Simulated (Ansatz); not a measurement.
An input meant for MoO2Br2 (MoBr2O2) (charge 0, triplet; atoms displaced at random, 0.03 Å in each coordinate).

```yaml
crystal:
  periodic: [false, false, false]
  atoms:
    - {symbol: Mo, position_ang: [0.108033, 0.005546, 0.029550]}
    - {symbol: O, position_ang: [0.179825, -0.029980, 1.707858]}
    - {symbol: O, position_ang: [1.689651, 0.016858, -0.453565]}
    - {symbol: Br, position_ang: [-1.038178, 1.993288, -0.705804]}
    - {symbol: Br, position_ang: [-0.977202, -1.964925, -0.730677]}
basis:
  gaussian: {orbitals: def2-SVP, final_grid: {core_spheres: 1, valence_spheres: 1, degree: 1}}
magnetization: {spin_polarized: true, initial_magnetization: 2}
hamiltonian: {xc: {name: wB97M-V}}
scf: {omitted_lower_state_checks: [starts]}
```

```sh
$ ansatz run in.yaml --threads 4 --pin off --events-out ev --progress --plain --max-ram 3916MiB
```

It prints (some lines left out):

```
Functional definition: wB97M-V
1191 factors; integrals over basis functions are off by at most 1.1e-3 eV
220 factors; integrals over basis functions are off by at most 6.4e-6 eV
mean field evaluation 1: about -145999.1947 eV, gradient 5.6e1 eV
mean field evaluation 2: about -145913.4160 eV, gradient 1.6e2 eV
mean field evaluation 4: about -146011.5616 eV, gradient 4.3e0 eV
mean field evaluation 8: about -145971.1283 eV, gradient 2.2e2 eV
mean field evaluation 16: about -146128.9826 eV, gradient 2.4e0 eV
mean field -146133.57699075 eV, -5370.3099015139 hartree, gradient 2.2e-5 eV, S^2 3.070256; 0 other end points of the search recorded, 0 dependent functions left out
reference -146133.57700443 eV, -5370.3099020167 hartree; 51, 49 occupied and 72, 74 virtual orbitals, 1191 factors
Total energy: -146133.57700443 eV, -5370.3099020167 hartree
Checks for a lower state left out: starts
```

Problem. Something in this input is off. What?

Solution. The integration grid is far too coarse. The calculation finished and met its thresholds. The result belongs to that input, not to the species as meant. The charge 0 triplet is spin-contaminated (final ⟨S²⟩ up to 3.07, 2.00 for a pure state).
